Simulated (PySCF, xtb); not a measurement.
CH₅FOSi, SMILES C[Si@H](O)F.

xtb with GFN2-xTB at its own geometry gives an orbital gap of 7.12 eV and a dipole moment of 1.96 D.

Geometry optimised at B3LYP-D3(BJ)/def2-SVP. The structure was generated by enumeration; whether it is a known compound was not checked. One conformer was computed; it need not be the lowest.

Q: What does PBE0/def2-TZVP in PySCF give? (An estimate is asked for; the answer gives what the named calculation found.)

A: gap 9.61 eV (levels -8.94 and 0.66 eV), dipole 2.20 D.
